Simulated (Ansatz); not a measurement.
Frontier orbitals of H₅NSeSi (`N[SiH2][SeH]`).

```xyz
8

N    -0.6177   -0.6286    1.0323
Si   -0.4124    0.3766   -0.3370
Se    1.3757   -0.0359   -1.7116
H    -0.7094   -1.6260    0.9194
H    -0.1248   -0.4078    1.8828
H    -0.3206    1.7625    0.1796
H    -1.5529    0.1947   -1.2660
H     2.3621    0.3646   -0.6995
```

Total charge 0; spin multiplicity 1. Correlated methods include outer-core shells of Se, which these sets cover unevenly. Scalar relativity is left out up to krypton. Geometry: relaxed with PBE0-D4/def2-TZVP. It is one conformer, not always the lowest. Basis def2-TZVPP, Ansatz.

| functional | HOMO (eV) | LUMO (eV) | gap (eV) |
| --- | --- | --- | --- |
| PBE | -5.71 | -0.66 | 5.05 |
| revPBE | -5.66 | -0.58 | 5.08 |
| B97M-V | -6.08 | -0.51 | 5.57 |
| PBE0 | -6.88 | 0.19 | 7.07 |
| r2SCANh | -6.42 | 0.01 | 6.43 |
| LC-ωPBE | -9.53 | 2.32 | 11.85 |
| ωB97X-V | -9.18 | 2.14 | 11.32 |
| ωB97M-V | -9.04 | 1.80 | 10.84 |

From PBE to PBE0 the HOMO moves by −1.16 eV and the LUMO by +0.85 eV, and with ωB97M-V by −3.33 and +2.45 eV, so the gap grows from 5.05 to 10.84 eV with exact exchange. A positive LUMO is unbound and depends on the basis.

LC-ωPBE has ω = 0.4 bohr⁻¹.
